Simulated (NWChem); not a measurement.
Species: C3H9NSi; SMILES C=C[SiH2]NC

```xyz
14

C      0.9966     2.1595     0.1709
C     -0.2791     1.8117    -0.0428
Si    -0.8799     0.0378    -0.0780
N      0.4858    -1.0126    -0.2836
C      0.5141    -2.4173     0.1106
H      1.7657     1.4116     0.3550
H      1.3280     3.1975     0.1743
H     -1.0043     2.6087    -0.2227
H     -1.9401    -0.0431    -1.1352
H     -1.5292    -0.3818     1.1965
H      1.1047    -0.8111    -1.0615
H     -0.0709    -2.5477     1.0270
H      1.5409    -2.7375     0.3294
H      0.1014    -3.1019    -0.6475
```
Atoms are numbered in this order, from 1.

Results from NWChem. Pople sets run with spherical d functions. The geometry was optimised at B3LYP/6-31G* (spherical d). GIAO values for the isolated, static molecule; σ is the absolute isotropic shielding.

**Question.** Taking PBE0/IGLO-II as the yardstick, which of these has the fewest basis functions while keeping “σ C5 (ppm)” within 2 ppm of it: PBE0/def2-SVP; PBE0/6-31G*; PBE0/6-311G**?

**Answer.** PBE0/6-311G**.
```
level          basis functions  σ C5 (ppm)
-------------  ---------------  ----------
PBE0/6-31G*                 92       162.6
PBE0/def2-SVP              119       163.3
PBE0/6-311G**              152       155.6
PBE0/IGLO-II               177       154.2
```

The yardstick is one finite set, not the basis-set limit.
